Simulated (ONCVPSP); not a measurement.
# u(r) = r·R(r): atom against pseudo-atom (N (Z = 7))

Columns: radius, all-electron u(r) and pseudo u(r) of the 2p shell (level -20.69 eV) of nitrogen in the configuration [He] 2s2 2p2; PBE, non-relativistic, ONCV scheme, ONCVPSP 4.0.1.

```
r (bohr)  all-electron  pseudo
   0.062        0.0357  0.0178
   0.125        0.1180  0.0701
   0.188        0.2198  0.1511
   0.250        0.3239  0.2505
   0.312        0.4233  0.3598
   0.375        0.5149  0.4710
   0.438        0.5949  0.5741
   0.500        0.6617  0.6615
   0.562        0.7173  0.7319
   0.625        0.7627  0.7853
   0.688        0.7974  0.8216
   0.750        0.8219  0.8434
   0.812        0.8377  0.8542
   0.875        0.8458  0.8567
   0.938        0.8471  0.8532
   1.000        0.8425  0.8453
   1.062        0.8331  0.8340
   1.125        0.8193  0.8195
   1.188        0.8022  0.8022
   1.250        0.7826  0.7826
   1.312        0.7609  0.7609
   1.375        0.7372  0.7372
   1.438        0.7123  0.7123
   1.500        0.6869  0.6869
   1.562        0.6611  0.6611
   1.625        0.6345  0.6345
```

**Question.** How many radial nodes do the two functions have?

**Answer.** The all-electron 2p function has n − l − 1 = 0; the pseudo-wave has 0.

**Question.** At about which radius was the pseudo-wave matched?

**Answer.** 1.25 bohr. The columns agree to 0.0005 from 1.12 bohr on; several derivatives are matched, so the curves merge somewhat inside the radius.

**Question.** Is the pseudo-wave norm-conserving?

**Answer.** Yes: the ONCV scheme keeps the norm inside the radius equal to the all-electron one, which fixes the energy derivative of the logarithmic derivative at the level.
